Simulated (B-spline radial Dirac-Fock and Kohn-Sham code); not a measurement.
**Binding energies of Pb²⁺ in different valence configurations**

Calculated with a B-spline atomic structure program, using multi-electron Dirac-Fock with separately optimised hole states, Breit and Lamb-shift corrections added in first order. The model has no electron correlation.

Reference: the tabulated ground configuration [Xe] 4f14 5d10 6s2, with 1s 88025.0 eV, 2p1/2 15224.6 eV, 3p1/2 3584.8 eV, 3p3/2 3096.8 eV, 4s 924.9 eV, 6s 29.78 eV, Kα1 74964.8 eV, Kβ1 84928.1 eV.

Q: One of these configurations gives the following shifts from the reference, in eV: average energy +8.58, 1s +1.67, 2p1/2 +1.69, 3p1/2 +1.71, 3p3/2 +1.71, 4s +1.58, 6s +2.15, Kα1 -0.02, Kβ1 -0.04. Which?
A. [Xe] 4f14 5d10 6s1 6p1
B. [Xe] 4f14 5d9 6s2 6p1

A: A. The others give [Xe] 4f14 5d9 6s2 6p1: 1s +6.87.
